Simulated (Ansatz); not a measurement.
Input for Ansatz (an electronic-structure program): U-CCSD(T)/cc-pVTZ on CH4OSe (SMILES CO[SeH]), a point of a bond scan (R = 2.967 Å). The run froze 16 orbitals, filled d shells among them.

Ansatz 0.2 input:
```yaml
crystal:
  periodic: [false, false, false]
  atoms:
    - {symbol: Se, position_ang: [-0.41492107, -0.17549096, 0.59531816]}
    - {symbol: H, position_ang: [-2.00548089, -2.08117758, -1.03071346]}
    - {symbol: O, position_ang: [1.00206838, -0.07274541, -0.52899915]}
    - {symbol: C, position_ang: [0.82004707, 0.78150980, -1.65532573]}
    - {symbol: H, position_ang: [0.54504510, 1.79564433, -1.35453106]}
    - {symbol: H, position_ang: [1.78085368, 0.80236944, -2.17191480]}
    - {symbol: H, position_ang: [0.05478906, 0.38991742, -2.33272635]}
basis:
  gaussian:
    orbitals: cc-pVTZ
correlation: {method: ccsd_t, electrons: outside_noble_gas}
scf: {omitted_lower_state_checks: [cluster_reference]}
magnetization: {spin_polarized: true, initial_magnetization: 0}
```

Task: Give the final energy of this run.

Result: -2515.4633 hartree (reference determinant -2514.8614, T1 diagnostic 0.024). Its determinant has ⟨S²⟩ = 0.97, a mixture of spin states.

Task: How many basis functions does it have, and what does it roughly cost on one machine?

Result: 159 functions; around 5 core-minutes (rough).
